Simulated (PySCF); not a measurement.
CF2, SMILES F[C]F (connectivity only; charge and spin as stated), neutral, multiplicity 1. Geometry: B3LYP-D3(BJ)/def2-TZVP. The isomer is the one that the SMILES or the coordinates give; other isomers of the formula were not compared.

TDA-CAM-B3LYP/def2-TZVPD in PySCF puts the lowest singlet excitations at 5.10, 8.26, 8.86, 9.37, 9.81, 9.83 eV.

Problem. What are the lowest excitation roots from PySCF with ADC(2)/aug-cc-pVDZ? (Estimate from the structure and the level; the computed values follow.)

Solution. 4.96, 7.92, 9.11, 9.22, 9.67, 9.74 eV. S1 differs by -0.14 eV (second minus first; roots are paired by order, and the bases may differ).
